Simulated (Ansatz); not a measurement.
## Energy profile

The step: SiNH₅ ([NH2][SiH3]) + H₂S → SiNH₅S ([NH2][SiH2][SH]) + H₂; bonds formed: Si1–S7, H2–H6; bonds broken: Si1–H2, H6–S7 (atoms numbered as in the saddle structure below).

```tsv
atom	x (Å)	y (Å)	z (Å)
Si1	-0.5529	-0.1340	-0.0078
H2	0.8312	-1.0066	-0.4064
H3	-1.4007	-1.1340	-0.7033
H4	-1.3648	1.1088	0.1563
N5	-0.0496	-0.2792	1.6158
H6	0.8619	-0.3677	-1.2688
S7	0.3270	0.8263	-2.1619
H8	0.5910	-0.9728	1.9619
H9	-0.4252	0.3202	2.3324
H10	1.1820	1.6390	-1.5183
```

Electronic energies by CCSD(T) at an estimated basis limit (MP2 extrapolated from triple and quadruple zeta, plus CCSD(T) − MP2 in triple zeta), on PBE0-D4/def2-TZVP structures; SiNH7S, singlet; no counterpoise correction. Computed with Ansatz 0.2.0 (basis: def2-TZVPP and def2-QZVPP); correlated methods freeze the cores. Extrapolation: Hartree–Fock as exp(−7.88 √X), correlation as X^−2.97.

Give the profile in eV, counted from the separated reactants. (To be estimated.)

The calculation gives:
```csv
point,eV
"separated: SiNH5 (linked as [NH2][SiH3]; Si1, H2, H3, H4, N5, H8, H9; singlet) + H2S (H6, S7, H10; singlet)",0.000
start structure,-0.064
saddle,1.822
end structure,-0.553
"separated: SiNH5S (linked as [NH2][SiH2][SH]; Si1, H3, H4, N5, S7, H8, H9, H10; singlet) + H2 (H2, H6; singlet)",-0.520
```

No T1 diagnostic of these runs exceeds 0.013.

For scale, one of the runs: CCSD(T)/def2-TZVPP, 213 basis functions (an equivalent command: `ansatz run in.yaml --threads 4`). The run took 32 s on 4 CPU threads (shared host), with 2.8 GiB of host memory at its peak.
